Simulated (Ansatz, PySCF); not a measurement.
C4H3ClF2, SMILES C(=C)(/C(=C\F)Cl)F. Atoms are numbered in the order given.

```xyz
10

C     -2.1788     0.3448    -0.1948
C     -0.8739     0.6324    -0.2290
F     -0.4705     1.8626    -0.5841
C      0.2398    -0.2679     0.0876
Cl    -0.1749    -1.8974     0.5664
C      1.5519     0.0297     0.0478
F      2.0295     1.2183    -0.2949
H     -2.9055     1.1147    -0.4564
H     -2.5208    -0.6473     0.0908
H      2.3251    -0.7003     0.2994
```
Charge 0, spin multiplicity 1.

The structure is a stationary point at B3LYP-D3(BJ)/def2-SVP. The structure was generated by enumeration; whether it is a known compound was not checked. The values are those of a single conformer.

Two levels are set side by side: PBE-D3(BJ)/def2-SVP (Ansatz, a program for electronic structure) and B3LYP-D3(BJ)/def2-SVP (Ansatz). Each level has its own optimised geometry; the coordinates shown are those of the second. Frequencies come from the Hessian of PySCF at each geometry. Differences are taken from unrounded values.

```tsv
quantity	B3LYP-D3(BJ)	PBE-D3(BJ)	PBE-D3(BJ) minus B3LYP-D3(BJ)
mean bond length (Å)	1.315	1.322	0.006
bond C1–C2 (Å)	1.337	1.348	0.011
bond C2–F3 (Å)	1.342	1.349	0.006
bond C2–C4 (Å)	1.467	1.467	0.000
bond C4–Cl5 (Å)	1.748	1.746	-0.002
bond C4–C6 (Å)	1.346	1.359	0.013
bond C6–F7 (Å)	1.326	1.332	0.006
bond C1–H8 (Å)	1.091	1.098	0.008
bond C1–H9 (Å)	1.088	1.096	0.008
bond C6–H10 (Å)	1.093	1.102	0.009
highest harmonic wavenumber (cm⁻¹)	3300	3237	-63
mean harmonic wavenumber (cm⁻¹)	1115	1081	-33
zero-point energy (kcal/mol)	38.25	37.10	-1.15
```

Exact exchange shortens and stiffens bonds; PBE has none. Differences between two approximate levels are no errors against the true value.
